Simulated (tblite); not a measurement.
Compound: C6H13ClOSi.
Numbering: `[CH2:1]=[CH:2][C@@H:3]([Cl:4])[Si@@H:5]([OH:6])[CH2:7][CH2:8][CH3:9]` (hydrogens: H10, H11 on C1; H12 on C2; H13 on C3; H14 on Si5; H15 on O6; H16, H17 on C7; H18, H19 on C8; H20, H21, H22 on C9)

Structure used (GFN2-xTB), in Å, numbered top down from 1:
```xyz
22
C6H13ClOSi angstrom
C      3.3952    0.5430    1.5293
C      2.4642   -0.1730    0.9233
C      2.1476   -0.0669   -0.5154
Cl     2.1165   -1.7174   -1.2479
Si     0.4300    0.7269   -0.8924
O      0.1875    0.7007   -2.4976
C     -0.9031   -0.2127    0.0812
C     -2.3160    0.2806   -0.2278
C     -3.3721   -0.5141    0.5317
H      4.0118    1.2415    0.9881
H      3.5712    0.4679    2.5881
H      1.8580   -0.8728    1.4817
H      2.9376    0.4673   -1.0431
H      0.4983    2.1550   -0.6047
H      0.3472   -0.0879   -3.0135
H     -0.8511   -1.2815   -0.1427
H     -0.7296   -0.1148    1.1539
H     -2.3937    1.3363    0.0377
H     -2.5012    0.2020   -1.3003
H     -3.2120   -0.4323    1.6050
H     -4.3691   -0.1429    0.3050
H     -3.3276   -1.5668    0.2594
```

Method: GFN2-xTB as coded in tblite; computed harmonic values from a numerical Hessian at the method's own geometry, unscaled. Errors from tens to a few hundred cm⁻¹ against measured bands are possible. Modes of hydrogen on silicon can be 10 to 20 % off. One conformer, not necessarily the lowest.

Harmonic wavenumbers (cm⁻¹): 27.4, 45.6, 60.8, 73.7, 83.3, 126.2, 162.6, 217.3, 235.7, 241.0, 257.4, 291.9, 298.5, 346.2, 401.2, 590.7, 619.6, 643.9, 700.2, 731.5, 747.2, 790.1, 797.6, 837.3, 884.6, 912.5, 954.3, 956.1, 1012.3, 1018.9, 1079.0, 1114.9, 1123.0, 1155.0, 1214.5, 1226.8, 1253.5, 1283.4, 1292.6, 1353.6, 1411.3, 1415.2, 1475.4, 1501.6, 1504.3, 1507.1, 1699.2, 2309.9, 2955.3, 2963.7, 2976.6, 2985.9, 2993.6, 3026.6, 3029.7, 3035.1, 3069.8, 3103.3, 3133.2, 3629.0.

A = 1451, B = 623.2, C = 565.9 MHz; mass 164.042 u (most abundant isotopes); point group C1, symmetry number 1.

**Question.** Zero-point energy?

**Answer.** ½Σν̃ = 38444 cm⁻¹ = 459.89 kJ/mol.

**Question.** What is S at 298.15 K and 1 bar for an ideal gas of classical rigid rotors and harmonic oscillators?

**Answer.** Translation 172.46, rotation 128.95, vibration 188.43: S = 489.8 J/(mol K).

**Question.** And Cp and H(298.15 K) − H(0)?

**Answer.** Cp = 199.12 J/(mol K), of which vibrations give 165.86 (their classical limit is 60 R = 498.9); H(298.15 K) − H(0) = 37.23 kJ/mol without the zero-point energy, 27.32 from vibrations.

**Question.** How do the functions run with temperature in this model?

**Answer.** 
| T (K) | S (J/(mol K)) | Cp (J/(mol K)) | H − H(0) (kJ/mol) | G − H(0) (kJ/mol) | ln q(vib) |
| --- | --- | --- | --- | --- | --- |
| 150 | 379.9 | 129.7 | 12.93 | -44.05 | 5.81 |
| 250 | 456.9 | 176.1 | 28.20 | -86.01 | 9.83 |
| 400 | 555.0 | 245.4 | 59.92 | -162.07 | 15.30 |
| 600 | 668.7 | 316.1 | 116.52 | -284.72 | 22.03 |
| 900 | 810.9 | 384.2 | 222.40 | -507.42 | 31.14 |

q(vib) and H(0) count from the zero-point level.

**Question.** Blend soft modes into free rotors: weight 1/[1 + (100 cm⁻¹/ν̃)⁴] for the oscillator and the rest for a rotor with moment μB/(μ + B), μ = h/(8π²ν), B = 10⁻⁴⁴ kg m². What vibrational entropy results?

**Answer.** 165.74 J/(mol K) in place of 188.43, which changes −T·S at 298.15 K by +6.76 kJ/mol.

**Question.** What must be added to the electronic energy to get the Gibbs energy at 298.15 K and 1 bar?

**Answer.** ZPE + [H(298.15 K) − H(0)] − T·S = 459.89 + 37.23 − 146.04 = 351.08 kJ/mol.

Hindered rotation and anharmonicity are outside this model. Other conformers, if any are populated, would add a mixing term that is left out. The structure is chiral; the term R ln 2 for an equal mix with its mirror image is left out.
